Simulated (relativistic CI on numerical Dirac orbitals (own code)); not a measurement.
## What each ingredient does to the levels of Ne VII

Base calculation: Dirac-Coulomb-Breit CI, KLI orbitals optimised for each configuration, model QED (radiative potential, 1s self-energy scaled to tabulated hydrogen-like ionisation energies), unscaled Slater integrals.

Configurations in the expansion (outside the closed core 1s2): 2s², 2s2p, 2p², 2p3s, 2p3p, 2s3s, 2s3p, 2s3d, 2s4s, 2s4p, 2s4d, 2s4f, 2s5s, 2s5p, 2s5d, 2s5f, 2s5g, 3s², 3s3p, 3p². Levels of other configurations are missing.

Variants: (1) valence Slater integrals scaled by 0.9; (2) Breit term removed; (3) configuration mixing switched off. Shifts of the energy above 2s² ¹S0, in cm⁻¹, for the lowest level and the first level of each name with at least 55 % of one term (blank where a level changes its place among those of its configuration and J or its character, or is not in the variant):

```csv
Level,Base,Δ(1),Δ(2),Δ(3),Measured
2s² ¹S0,0,0,0,0,0
2s2p ³P°0,112408,-1423,-153,-25953,
2s2p ³P°1,112851,-1423,-58,-25951,
2s2p ³P°2,113828,-1421,+58,-25949,
2s2p ¹P°1,227674,-12876,-17,-25406,214952
2p² ³P0,291999,-2503,-165,-25932,
2p² ³P1,292502,-2501,-118,-25926,
2p² ³P2,293367,-2502,+63,-25923,
2p² ¹D2,324444,-5276,+7,-21733,
2p² ¹S0,406093,-15379,-124,-49687,
2s3s ³S1,976912,-2846,+141,-21410,
2s3s ¹S0,997204,-4727,+132,-17392,998250
2s3p ¹P°1,1027479,-3021,+141,,1025690
2s3p ³P°0,1029488,-3975,+90,-25285,
```

At this charge configurations can still be misplaced by up to about 7 % of their energy. 11 of the 11 excited levels that our extract of the measured tables holds in this range could be paired (the sources list more); they are missed by 4374 cm⁻¹ on average and 18417 at most, and levels without a partner can miss by more.

Measured levels: NIST levels in Podobedova, Fuhr, Reader and Wiese, J. Phys. Chem. Ref. Data 33, 525 (2004).

Ionisation energy from the two ground configurations alone: base 203.775 eV. The NIST ASD value (measured) is 207.271 eV.
